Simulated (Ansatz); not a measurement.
Two members of one family (Series CuX(PH3)), computed with Ansatz in the gas phase. The two geometries come from different levels. Binding counts from free atoms in the multiplicity of their measured ground term, without zero-point energy. Names give formal oxidation states. A dash marks a value that wasn't run or was left out as unsound. The structures are stationary points that may keep the symmetry of their start. Remarks come from the PBE and PBE0 runs and from stability tests at other levels; not every state was tested. HOMO above LUMO (over both spins in singlets and doublets, within one spin in higher multiplets; at PBE or PBE0), or a gap under 0.15 eV within one spin, warns that the state may not be the lowest or that an electron is smeared out.

First: Cu(PH3)F (singlet, charge 0, r2SCAN-D4/def2-TZVP geometry).

```xyz
6

Cu    0.9810    0.9385    0.5064
P    -0.4355   -0.4163   -0.2246
H    -1.2266   -1.1514    0.6859
H    -0.0109   -1.4960   -1.0299
H    -1.4766    0.0504   -1.0566
F     2.1686    2.0748    1.1189
```

```json
{"level": "PBE-D4/def2-TZVP", "HOMO (eV)": "-5.96", "LUMO (eV)": "-1.65", "gap (eV)": "4.30", "vertical IE (eV)": "9.74", "vertical triplet (eV)": "4.89", "binding per atom (eV)": "2.80"}
{"level": "revPBE-D4/def2-TZVP", "HOMO (eV)": "-5.86", "LUMO (eV)": "-1.58", "gap (eV)": "4.28", "vertical IE (eV)": "–", "vertical triplet (eV)": "–", "binding per atom (eV)": "2.72"}
{"level": "B3LYP-D4/def2-TZVP", "HOMO (eV)": "-7.18", "LUMO (eV)": "-1.04", "gap (eV)": "6.15", "vertical IE (eV)": "–", "vertical triplet (eV)": "–", "binding per atom (eV)": "2.73"}
{"level": "PBE0-D4/def2-TZVP", "HOMO (eV)": "-7.37", "LUMO (eV)": "-0.80", "gap (eV)": "6.57", "vertical IE (eV)": "9.54", "vertical triplet (eV)": "4.60", "binding per atom (eV)": "2.68"}
{"level": "r2SCAN0-D4/def2-TZVP", "HOMO (eV)": "-7.48", "LUMO (eV)": "-0.67", "gap (eV)": "6.81", "vertical IE (eV)": "–", "vertical triplet (eV)": "–", "binding per atom (eV)": "2.67"}
```

Metal–donor distances: 1 × P 2.09 Å, 1 × F 1.75 Å.

Second: Cu(PH3)Cl (singlet, charge 0, PBE-D4/def2-TZVP geometry).

| atom | x (Å) | y (Å) | z (Å) |
| --- | --- | --- | --- |
| Cu1 | 0.663 | 1.206 | 0.389 |
| P2 | -0.330 | -0.600 | -0.193 |
| H3 | -1.676 | -0.544 | -0.647 |
| H4 | -0.490 | -1.649 | 0.754 |
| H5 | 0.201 | -1.379 | -1.256 |
| Cl6 | 1.632 | 2.967 | 0.954 |

Q: Estimate how these quantities change from the first to the second (second minus first).

A: 
```json
{"level": "PBE-D4/def2-TZVP", "Δ HOMO (eV)": "0.13", "Δ LUMO (eV)": "-0.14", "Δ gap (eV)": "-0.27", "Δ vertical IE (eV)": "-0.51", "Δ vertical triplet (eV)": "-0.02", "Δ binding per atom (eV)": "-0.13"}
{"level": "revPBE-D4/def2-TZVP", "Δ HOMO (eV)": "0.10", "Δ LUMO (eV)": "-0.15", "Δ gap (eV)": "-0.25", "Δ vertical IE (eV)": "–", "Δ vertical triplet (eV)": "–", "Δ binding per atom (eV)": "-0.11"}
{"level": "B3LYP-D4/def2-TZVP", "Δ HOMO (eV)": "0.34", "Δ LUMO (eV)": "-0.14", "Δ gap (eV)": "-0.47", "Δ vertical IE (eV)": "–", "Δ vertical triplet (eV)": "–", "Δ binding per atom (eV)": "-0.11"}
{"level": "PBE0-D4/def2-TZVP", "Δ HOMO (eV)": "0.27", "Δ LUMO (eV)": "-0.16", "Δ gap (eV)": "-0.43", "Δ vertical IE (eV)": "-0.21", "Δ vertical triplet (eV)": "0.23", "Δ binding per atom (eV)": "-0.07"}
{"level": "r2SCAN0-D4/def2-TZVP", "Δ HOMO (eV)": "0.20", "Δ LUMO (eV)": "-0.16", "Δ gap (eV)": "-0.36", "Δ vertical IE (eV)": "–", "Δ vertical triplet (eV)": "–", "Δ binding per atom (eV)": "-0.06"}
```

Metal–donor distances: 1 × P 2.14 Å, 1 × Cl 2.09 Å. Remarks: gap within one spin near zero at PBE or PBE0 (+1 doublet).
